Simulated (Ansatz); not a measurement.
Cost and result up the ladder for Sn5H2 (7 atoms). Total charge 0; singlet. Geometry: PBE-D4/def2-SVP.

Cartesian coordinates in Å:
```
Sn 1.736 -0.300 0.370
Sn -1.778 0.041 -0.273
Sn 0.293 -0.693 -1.965
Sn -0.493 -1.051 2.131
Sn 0.040 2.034 0.863
H 0.583 -0.922 -3.683
H -0.381 0.892 2.557
```

Ansatz on 4 threads of Arm Neoverse V1 on a shared host. Times are rough, and most runs start from the orbitals of an earlier one. No level here is sound enough to serve as a yardstick. Binding counts from free atoms at the same level (Sn triplet, H doublet; other spins of the atoms weren't run), without zero-point energy or a counterpoise term.

In the def2 sets Sn takes a core potential; there is no spin–orbit coupling. HSE06 is defined as in plane-wave codes, on full-range PBE exchange. Correlated methods freeze 20 core orbitals; core or outer-core shells of Sn are correlated, in sets that lack core-valence functions. The rows differ in basis, and correlated rows in double-zeta sets carry the largest basis error. Another isomer (singlet) lies 0.15 eV lower at PBE0-D4/def2-TZVP; other spin states weren't run for this one.

Correlated methods converge slowly with the basis, most of all in double-zeta sets.

| level | functions | wall time | binding energy per atom (eV) | remarks |
| --- | --- | --- | --- | --- |
| PBE-D4/def2-SVP | 140 | 2.2 s | 2.41 | restricted SCF unstable in HF |
| LDA (SPW92)/def2-TZVP | 262 | 2.8 s | 2.86 | restricted SCF unstable in HF |
| PBE0-D4/def2-SVP | 140 | 4.4 s | 2.30 | restricted SCF unstable in HF |
| PBE-D4/def2-TZVP (with forces) | 262 | 6.5 s | 2.43 | restricted SCF unstable in HF |
| r2SCAN-D4/def2-TZVP | 262 | 11 s | 2.35 | restricted SCF unstable in HF |
| HSE06-D4/def2-TZVP | 262 | 12 s | 2.33 | restricted SCF unstable in HF |
| PBE0-D4/def2-TZVP | 262 | 14 s | 2.33 | restricted SCF unstable in HF |
| r2SCAN0-D4/def2-TZVP | 262 | 16 s | 2.26 | restricted SCF unstable in HF |
| MP2/def2-TZVP | 262 | 17 s | 2.38 | restricted SCF unstable |
| CCSD(T)/def2-SVP | 140 | 97 s | 2.05 | restricted SCF unstable |
